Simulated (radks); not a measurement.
Values are calculated unless marked as measured or tabulated.
Ag39+, 8 electrons, occupied as [He] 2s2 2p4. Code: a radial shooting solver on a logarithmic mesh with Libxc functionals. Model: non-relativistic Kohn-Sham, PBE, spin-polarised, spherical densities, point nucleus; open shells are filled with parallel spins first (spin-orbit coupling, left out, can overturn this in heavy ions); relativity is left out, which matters for an element this heavy. Some entries of the table are withheld. Estimate them.

| orbital | occ. | eigenvalue (Ry) | <1/r> (bohr^-1) | <r^2> (bohr^2) |
|---|---|---|---|---|
| 1s up | 1 | -2009.567 | 46.53 | 0.001398 |
| 1s down | 1 | -2008.211 | 46.55 | 0.001396 |
| 2s up | 1 | -443.4619 | 11.00 | 0.02145 |
| 2s down | 1 | -441.2722 | 10.96 | 0.02155 |
| 2p up | 3 | -430.5780 | 10.95 | 0.01595 |
| 2p down | 1 | -427.8670 | 10.93 | 0.01604 |
| 3s up | 0 | (1) | 4.684 | (2) |
| 3s down | 0 | (3) | 4.673 | (4) |
| 3p up | 0 | -182.0286 | 4.646 | 0.1029 |
| 3p down | 0 | -181.3617 | 4.636 | 0.1035 |

Answer. 
(1) 3s up eigenvalue (Ry): -186.4053
(2) 3s up <r^2> (bohr^2): 0.1136
(3) 3s down eigenvalue (Ry): -185.8260
(4) 3s down <r^2> (bohr^2): 0.1142
